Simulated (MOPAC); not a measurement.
MOPAC input (MNDO):

```
MNDO PRECISE GNORM=0.05 LET XYZ UHF MS=0.5 GEO-OK AUX(PRECISION=9) THREADS=1
Cl2Y

Y     0.37535354 1   -0.02463110 1    0.35486611 1
Cl    1.05258520 1    0.39262530 1   -1.95052497 1
Cl   -1.91369039 1   -0.33611866 1    1.13642036 1
```

From its output:

```
          Parameters for some elements are missing

           Empirical Formula: Y Cl2  =     3 atoms

 ******************************************************************************
 *                                                                            *
 *     Error and normal termination messages reported in this calculation     *
 *                                                                            *
 * Parameters for some elements are missing                                   *
 * JOB ENDED NORMALLY                                                         *
 *                                                                            *
 ******************************************************************************

 == MOPAC DONE ==
```

The input was rejected before any calculation.
